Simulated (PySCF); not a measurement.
Vertical excitations of a molecule H8N2Si2 from PySCF with TDDFT-PBE/def2-SVPD, as energy in eV (oscillator strength): 4.87 (0.008), 5.17 (0.006), 5.53 (0.006), 5.86 (0.010), 6.13 (0.009), 6.16 (0.016), 6.19 (0.009), 6.44 (0.012), 6.53 (0.023), 6.67 (0.005). Lowest triplet (TDA): 4.66 eV. The structure is a stationary point at PBE0-D3(BJ)/def2-SVP. One conformer was computed; it need not be the lowest.

Problem. Which structure fits?
A) N[SiH2]N[SiH3]
B) N[SiH](N)[SiH3]
C) N[SiH2][SiH2]N

Solution. C, N[SiH2][SiH2]N
